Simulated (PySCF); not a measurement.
# Deuteron quadrupole couplings in `COC(=O)c1nnsc1[SiH3]`

Compound: C4H6N2O2SSi.
Z-matrix (Å and degrees, GFN2-xTB geometry), rows numbered from 1:
```
C 
O   1  1.4214
C   2  1.3219  1  116.25
O   3  1.2182  2  124.26  1    -0.04
C   3  1.4586  2  115.14  1  -179.96
N   5  1.3462  3  126.79  2     0.03
N   6  1.2482  5  114.28  3   179.98
S   7  1.6799  6  113.05  5    -0.05
C   5  1.3869  3  119.14  2   179.92
Si  9  1.8864  5  123.42  3     0.03
H   1  1.0922  2  110.40  3    60.40
H   1  1.0921  2  110.33  3   -59.88
H   1  1.0867  2  106.02  3  -179.73
H  10  1.4726  9  102.79  5   179.90
H  10  1.4549  9  108.41  5   -65.00
H  10  1.4547  9  108.30  5    65.03
```

Level: PBE0/pcSseg-1 (PySCF, non-relativistic); Q(2H) = 0.00286 b; rigid geometry, the same for H and D, with no vibrational averaging.

Question: Rank these positions by the coupling χzz of a deuteron there, largest first.
A. H11 (methyl hydrogen)
B. H13 (methyl hydrogen)
C. H15 (Si–H hydrogen)
D. H14 (Si–H hydrogen)

Answer: B (205 kHz), A (198 kHz), C (114 kHz), D (103 kHz).

Question: Give the electric field gradient Vzz (the principal value of largest size), its asymmetry and the 2H coupling at each hydrogen.

Answer: 
```csv
atom,bonded to,bond length (Å),Vzz (au),η,χzz (kHz)
H11,C1,1.092,0.2942,0.11,198
H12,C1,1.092,0.2943,0.11,198
H13,C1,1.087,0.3054,0.08,205
H14,Si10,1.473,0.1536,0.03,103
H15,Si10,1.455,0.1691,0.05,114
H16,Si10,1.455,0.1693,0.05,114
```

Question: Average by the element that carries the hydrogen.

Answer: on C: 200 kHz over 3 positions, mean bond length 1.090 Å; on Si: 110 kHz over 3 positions, mean bond length 1.461 Å.

Question: A static deuteron (I = 1) shows a doublet split by (3/2)χ, (3/4)χ(1 + η) and (3/4)χ(1 − η) with the field along z, y and x of the gradient. What are these for H15?

Answer: With |χ| = 113.7 kHz and η = 0.047: 171, 89 and 81 kHz, to first order and without motion.

One conformer (not necessarily the lowest) at the GFN2-xTB geometry, without solvent, vibrations or thermal averaging. GFN2-xTB bond lengths can be off by several hundredths of an ångström, more for odd bonds, and the gradients follow them. The basis is small and wasn't made for field gradients, so the couplings can be 20 % off.
